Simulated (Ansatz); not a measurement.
System: sum formula FeOH$_{2}$, net charge 0, quintet state. The spin state was set by rule; other spins were not relaxed. 
Coordinates optimised at B3LYP-D3(BJ)/def2-TZVP (Ansatz, an electronic-structure program):
SMILES: [OH][FeH]
```xyz
4

Fe     0.2357     0.0762    -0.3416
O     -0.8265    -0.2682     1.0544
H      1.2609     0.4095    -1.5632
H     -0.7772    -0.2460     2.0096
```
Charge 0, spin multiplicity 5.

Computed values are from Ansatz. Valence correlation only, unless marked. Open shells are spin-unrestricted. No spin-orbit coupling. The frozen core is the preceding noble-gas configuration, with the filled d and f shells of earlier blocks. Non-relativistic. CBS marks a two-point X^-3 extrapolation of the correlation energy; Hartree-Fock from the larger set. The bracket is a focal-point correction in the basis named.

atomisation energy De: 262.4 kcal/mol at RI-MP2/CBS(def2-TZVPPD,def2-QZVPPD)+[CCSD(T)-MP2]/def2-TZVPPD
vertical ionisation energy (to the sextet): 9.64 eV at RI-MP2/CBS(def2-TZVPPD,def2-QZVPPD)+[CCSD(T)-MP2]/def2-TZVPPD
total energy: -1339.0948 Eh at RI-MP2/CBS(def2-TZVPPD,def2-QZVPPD)+[CCSD(T)-MP2]/def2-TZVPPD
dipole moment: 0.91 D at CCSD(T)/def2-SVPD
T1 diagnostic: 0.027 at CCSD/def2-TZVPPD
